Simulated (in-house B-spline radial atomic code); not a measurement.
A calculation on Sr2+: its settings, and results tabulated from the run. Computed with a radial B-spline atomic code at the basis-set limit: scalar-relativistic (X2C) HSE06, spin-polarised, spherical fractional occupations, exact exchange averaged over the configuration, Fermi nucleus of rms radius 4.224 fm.

Command:
```bash
python run_scf.py task.json out
```
Settings (nuclear radius in fm, mass in u):
```
Z                38
configuration    [Ar] 3d10 4s2 4p6
hamiltonian      x2c
method           hse06
spin_polarised   True
nucleus          fermi
rms_radius       4.224
atomic_mass      87.90561
speed_of_light   137.035999084
exact_exchange   averaged over the configuration
```

Output (hartree, bohr):
```
 radial grid: 73 intervals, B-splines of order 8, outer radius 38.5185 bohr

 iter        energy (Eh)    residual
    1       -3176.118389    4.21e-01
    2       -3177.584372    1.67e-01
    3       -3178.321071    3.05e-02
    4       -3178.343680    9.92e-03
    5       -3178.345441    2.98e-03
    6       -3178.345659    9.67e-04
    7       -3178.345677    7.49e-05
    8       -3178.345677    3.62e-06
    9       -3178.345677    1.38e-07

 total energy                     -3178.34568
 kinetic                            3273.7389
 electron-nucleus                  -7651.7858
 Hartree                            1304.9693
 exact exchange                      -25.3702
 exchange-correlation                -79.8979

 orbital      occ     eigenvalue          <r>       <r^2>       <1/r>       r_max
 1s up      1.000      -588.0079    0.0387041  0.00203036     40.0664       0.025
 1s down    1.000      -588.0079    0.0387041  0.00203036     40.0664       0.025
 2s up      1.000       -80.6936     0.171993   0.0349433     8.89861       0.145
 2s down    1.000       -80.6936     0.171993   0.0349433     8.89861       0.145
 2p up      3.000       -71.7065      0.15021   0.0276101     8.51547      0.1159
 2p down    3.000       -71.7065      0.15021   0.0276101     8.51547      0.1159
 3s up      1.000       -13.1920     0.490993    0.276766     2.95676      0.4356
 3s down    1.000       -13.1920     0.490993    0.276766     2.95676      0.4356
 3p up      3.000       -10.2652     0.497606    0.289028     2.77116      0.4308
 3p down    3.000       -10.2652     0.497606    0.289028     2.77116      0.4308
 3d up      5.000        -5.4291     0.497802    0.301782      2.5072      0.3775
 3d down    5.000        -5.4291     0.497802    0.301782      2.5072      0.3775
 4s up      1.000        -2.1115      1.35556      2.0848    0.991221       1.193
 4s down    1.000        -2.1115      1.35556      2.0848    0.991221       1.193
 4p up      3.000        -1.3967       1.5491     2.75104    0.852766       1.325
 4p down    3.000        -1.3967       1.5491     2.75104    0.852766       1.325

 Slater integrals (Eh)
   F0(4s up,4s up)               0.664003
   F0(4s up,4s down)             0.664003
   F0(4s up,4p up)               0.618504
   G1(4s up,4p up)               0.416708
   F0(4s up,4p down)             0.618504
   F0(4s down,4s down)           0.664003
   F0(4s down,4p up)             0.618504
   F0(4s down,4p down)           0.618504
   G1(4s down,4p down)           0.416708
   F0(4p up,4p up)               0.581950
   F2(4p up,4p up)               0.306647
   F0(4p up,4p down)             0.581950
   F2(4p up,4p down)             0.306647
   F0(4p down,4p down)           0.581950
   F2(4p down,4p down)           0.306647
```

Time taken, with all properties: 2.1 s on 1 thread of Arm Neoverse N1, on a shared host.

One-electron X2C: radii and densities carry no picture-change correction, so inner-shell <1/r> comes out high (for 1s by about 2 % at Z = 33, 5 % at 54, 10 % at 75, 30 % at 118) and <r> low.
